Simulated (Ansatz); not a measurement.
**Molecular dynamics of Si16N**

Input file:

```yaml
accuracy: low
crystal:
  lattice:
    - [0.0, 5.43, 5.43]
    - [5.43, 0.0, 5.43]
    - [5.43, 5.43, 0.0]
  atoms:
    - { symbol: Si, position: [0.01255415, 0.02951547, -0.02616478] }
    - { symbol: Si, position: [0.13710353, 0.14369163, 0.1093641] }
    - { symbol: Si, position: [0.01291455, 0.03030495, 0.48353241] }
    - { symbol: Si, position: [0.14317468, 0.15763476, 0.59993609] }
    - { symbol: Si, position: [0.00733302, 0.51751734, -0.01302266] }
    - { symbol: Si, position: [0.12577203, 0.65480209, 0.1051225] }
    - { symbol: Si, position: [-0.00684482, 0.55504084, 0.47621078] }
    - { symbol: Si, position: [0.12674081, 0.65557872, 0.61319893] }
    - { symbol: Si, position: [0.51046602, 0.01627507, -0.01436465] }
    - { symbol: Si, position: [0.64020857, 0.12960831, 0.11746289] }
    - { symbol: Si, position: [0.5396107, -0.0080368, 0.48461149] }
    - { symbol: Si, position: [0.64045749, 0.13236854, 0.61061834] }
    - { symbol: Si, position: [0.49006824, 0.49575597, 0.03000016] }
    - { symbol: Si, position: [0.63369664, 0.64209513, 0.11104698] }
    - { symbol: Si, position: [0.49104564, 0.49857602, 0.48241838] }
    - { symbol: Si, position: [0.6380823, 0.5008872, 0.6808311] }
    - { symbol: "N", position: [0.71416996, 0.72440737, 0.53317193] }
magnetization:
  spin_polarized: true
basis:
  ecutwfc: 420.0
kpoints:
  mp_grid: { grid: [2, 2, 2] }
hamiltonian:
  xc: pbe
  pseudopotentials: { kind: paw, azcp: { folder: soft_1 } }
scf:
  occupations: { method: fermi_dirac, width: 0.05 }
  lower_state_search: "off"
md:
  timestep: 1
  n_steps: 160
  ensemble: nve
  temperature: 3000.0
  initial_velocities: maxwell_boltzmann
  seed: 990024
```

Launched with:

```bash
$ ansatz run input.yaml --threads 1 --pin off --max-ram 3072MiB --backend cpu --events-out ev --progress --plain --runs-dir out
```

It starts from a partly relaxed structure (largest force component 0.07 eV/Å).

Output, in part (step lines):

```
md step     0: t =     0.00 fs  T =  3000.0 K  F+E_penalty+E_count = -10554.17929280 eV  E_kin = 6.204480 eV  conserved = -10547.97481285 eV  (13 SCF iters)
md step     1: t =     1.00 fs  T =  2980.3 K  F+E_penalty+E_count = -10554.13800954 eV  E_kin = 6.163654 eV  conserved = -10547.97435592 eV  (7 SCF iters)
md step     2: t =     2.00 fs  T =  2922.9 K  F+E_penalty+E_count = -10554.01879354 eV  E_kin = 6.045046 eV  conserved = -10547.97374792 eV  (7 SCF iters)
md step     3: t =     3.00 fs  T =  2832.2 K  F+E_penalty+E_count = -10553.83052622 eV  E_kin = 5.857513 eV  conserved = -10547.97301343 eV  (7 SCF iters)
md step     4: t =     4.00 fs  T =  2713.7 K  F+E_penalty+E_count = -10553.58446286 eV  E_kin = 5.612316 eV  conserved = -10547.97214723 eV  (7 SCF iters)
md step     5: t =     5.00 fs  T =  2573.7 K  F+E_penalty+E_count = -10553.29404443 eV  E_kin = 5.322873 eV  conserved = -10547.97117147 eV  (7 SCF iters)
md step     6: t =     6.00 fs  T =  2419.6 K  F+E_penalty+E_count = -10552.97435705 eV  E_kin = 5.004201 eV  conserved = -10547.97015646 eV  (7 SCF iters)
md step     7: t =     7.00 fs  T =  2258.9 K  F+E_penalty+E_count = -10552.64099890 eV  E_kin = 4.671796 eV  conserved = -10547.96920247 eV  (7 SCF iters)
[... lines left out ...]
md step   160: t =   160.00 fs  T =  1664.1 K  F+E_penalty+E_count = -10551.41099408 eV  E_kin = 3.441594 eV  conserved = -10547.96940000 eV  (7 SCF iters)
```

The steps, from the saved trajectory:

| time (fs) | T (K) | potential energy less start (eV) | conserved less start (meV/atom) |
| --- | --- | --- | --- |
| 0.0 | 3000 | 0.000 | 0.00 |
| 5.0 | 2574 | 0.885 | 0.21 |
| 10.0 | 1801 | 2.487 | 0.43 |
| 15.0 | 1295 | 3.535 | 0.43 |
| 20.0 | 1103 | 3.929 | 0.41 |
| 25.0 | 1110 | 3.915 | 0.34 |
| 30.0 | 1133 | 3.868 | 0.35 |
| 35.0 | 1220 | 3.689 | 0.41 |
| 40.0 | 1474 | 3.162 | 0.28 |
| 45.0 | 1580 | 2.941 | 0.23 |
| 50.0 | 1340 | 3.437 | 0.24 |
| 55.0 | 877 | 4.398 | 0.46 |
| 60.0 | 773 | 4.613 | 0.36 |
| 65.0 | 859 | 4.435 | 0.34 |
| 70.0 | 1026 | 4.088 | 0.38 |
| 75.0 | 1286 | 3.549 | 0.25 |
| 80.0 | 1321 | 3.478 | 0.32 |
| 85.0 | 1257 | 3.611 | 0.39 |
| 90.0 | 1283 | 3.558 | 0.37 |
| 95.0 | 1363 | 3.390 | 0.33 |
| 100.0 | 1376 | 3.365 | 0.33 |
| 105.0 | 1332 | 3.456 | 0.36 |
| 110.0 | 1301 | 3.520 | 0.36 |
| 115.0 | 1303 | 3.517 | 0.38 |
| 120.0 | 1384 | 3.348 | 0.38 |
| 125.0 | 1551 | 3.002 | 0.35 |
| 130.0 | 1706 | 2.681 | 0.28 |
| 135.0 | 1709 | 2.676 | 0.32 |
| 140.0 | 1644 | 2.810 | 0.29 |
| 145.0 | 1519 | 3.069 | 0.34 |
| 150.0 | 1458 | 3.196 | 0.37 |
| 155.0 | 1536 | 3.033 | 0.34 |
| 160.0 | 1664 | 2.768 | 0.32 |

All steps were run. The conserved energy stayed within 0.49 meV per atom of its start (net change 0.32 meV per atom), so the integration is sound. The temperature averaged 0.48 of the 3000 K drawn at the start: a run that starts near a minimum puts about half its kinetic energy into the potential. A run of 0.16 ps of so small a system gives no equilibrium averages. Limits of this set-up: coarse k mesh, low accuracy level.

Mean squared displacements from the first frame to the last, about the centre of mass: Si 0.14 Å², N 0.27 Å².

Last frame:

```xyz
17
Lattice="0.0000 5.4300 5.4300 5.4300 0.0000 5.4300 5.4300 5.4300 0.0000" Properties=species:S:1:pos:R:3
Si -0.116 -0.094 0.230
Si 1.265 1.427 1.404
Si 2.779 2.761 0.003
Si 4.082 3.926 1.495
Si 2.777 0.073 2.846
Si 4.065 1.480 4.483
Si 5.503 2.618 3.193
Si 6.839 4.064 4.040
Si 0.106 2.686 2.976
Si 1.262 4.163 4.448
Si 2.558 5.387 2.748
Si 3.772 6.954 3.821
Si 2.990 3.101 5.550
Si 4.332 4.100 7.235
Si 5.204 5.320 5.231
Si 7.138 6.389 6.181
N 6.343 6.585 7.837
```

Run time: 18 min on 1 thread of Arm Neoverse V1, with other jobs on the host, peak memory 0.62 GiB.
